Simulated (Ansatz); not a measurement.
Total energies of SnH2Me(NHMe) (C₂H₉NSn) from Ansatz at PBE0-D4/def2-TZVPD, gas phase (1 Eh = 27.2114 eV = 2625.5 kJ/mol). The reference geometry is relaxed at PBE-D4/def2-SVP.

```xyz
13

Sn    0.212   -0.059   -0.954
H     1.920    0.078   -1.208
H    -0.392   -1.459   -1.811
C    -0.871    1.725   -1.527
H    -0.739    1.921   -2.608
H    -0.486    2.587   -0.950
H    -1.950    1.597   -1.315
N     0.013   -0.197    1.105
C     0.660   -1.295    1.810
H    -0.972   -0.113    1.386
H     0.246   -2.320    1.622
H     1.737   -1.335    1.540
H     0.622   -1.131    2.911
```

```json
{"state": "charge 0 singlet", "geometry": "reference", "energy (Eh)": "-350.55175"}
{"state": "charge -1 doublet", "geometry": "reference", "energy (Eh)": "-350.51892"}
{"state": "free Sn atom (triplet)", "geometry": "–", "energy (Eh)": "-214.25878"}
{"state": "free H atom (doublet)", "geometry": "–", "energy (Eh)": "-0.50104"}
{"state": "free C atom (triplet)", "geometry": "–", "energy (Eh)": "-37.80543"}
{"state": "free N atom (quartet)", "geometry": "–", "energy (Eh)": "-54.54388"}
```

In the def2 sets Sn takes a core potential; there is no spin–orbit coupling.

Task: Work out the vertical electron affinity, to the doublet.

Result: E(charge 0 singlet) − E(charge -1 doublet) = -350.55175 − (-350.51892) = -0.03283 Eh = -0.89 eV; negative, so the extra electron isn't bound.

Task: What is the binding energy per atom against free atoms?

Result: Atoms: 1 × (-214.25878) + 9 × (-0.50104) + 2 × (-37.80543) + 1 × (-54.54388) = -348.92288 Eh. Binding: -348.92288 − (-350.55175) = 1.62887 Eh = 44.32 eV, or 3.41 eV for each of 13 atoms (no zero-point energy, no counterpoise term).

At PBE0-D4/def2-TZVPD the highest occupied level of the charge -1 doublet lies above zero (up to 1.85 eV). By energy differences it is unbound by 0.89 eV (vertical, against the charge 0 singlet, at PBE0-D4/def2-TZVPD) and held by the finite basis.
